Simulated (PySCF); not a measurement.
Predicted microwave data (PBE0/pcSseg-1 in PySCF (dipole) on a GFN2-xTB geometry, gas phase) for one isomer of C7H9NS:

```
Rotational constants : A = 1574, B = 1515, C = 777.3 MHz
Dipole components    : |μa| = 0.60 D, |μb| = 0.49 D, |μc| = 0.69 D
Inertial defect      : -4.40 u·Å²
κ                    : 0.85
```

Task: Which candidate fits, each taken in the one conformer that was computed?
A. `[NH2:1][CH2:2][c:3]1[cH:4][cH:5][c:6]([SH:7])[cH:8][cH:9]1` with H–N1–C2–C3 59° and -59°, N1–C2–C3–C4 87°, C5–C6–S7–H 1°
B. `[CH:1]#[C:2][C@H:3]([CH2:4][CH:5]=[CH2:6])[C:7]([NH2:8])=[S:9]` with C2–C3–C4–C5 63°, C3–C4–C5–C6 122°, C2–C3–C7–N8 32°, C3–C7–N8–H 180° and -10°
C. `[CH2:1]=[C:2]([C:3]#[N:4])[S:5][CH2:6][CH:7]1[CH2:8][CH2:9]1` with C1–C2–S5–C6 178°, C2–S5–C6–C7 -179°, S5–C6–C7–C8 -83°
D. `[CH3:1][NH:2][c:3]1[cH:4][cH:5][cH:6][cH:7][c:8]1[SH:9]` with C1–N2–C3–C4 17°, C7–C8–S9–H -6°

Result: D. It is CNc1ccccc1S, an asymmetric top, point group C1. The candidates at the same level (rigid rotor, commonest isotopes):

```tsv
SMILES	A (MHz)	B (MHz)	C (MHz)	μa (D)	μb (D)	μc (D)	Δ (u·Å²)	point group	rotor
C#C[C@H](CC=C)C(N)=S	1721	976.5	684.0	1.47	3.32	1.84	-72.30	C1	asymmetric top
C=C(C#N)SCC1CC1	2823	764.1	629.4	1.25	2.10	0.13	-37.42	C1	asymmetric top
NCc1ccc(S)cc1	4372	681.5	623.9	0.37	0.93	0.25	-47.17	–	near-prolate asymmetric top
CNc1ccccc1S	1574	1515	777.3	0.60	0.49	0.69	-4.40	C1	asymmetric top
```

`NCc1ccc(S)cc1` has A 178 % too high; `C=C(C#N)SCC1CC1` has A 79 % too high; `C#C[C@H](CC=C)C(N)=S` has B 36 % too low. No structure here is proved a minimum.
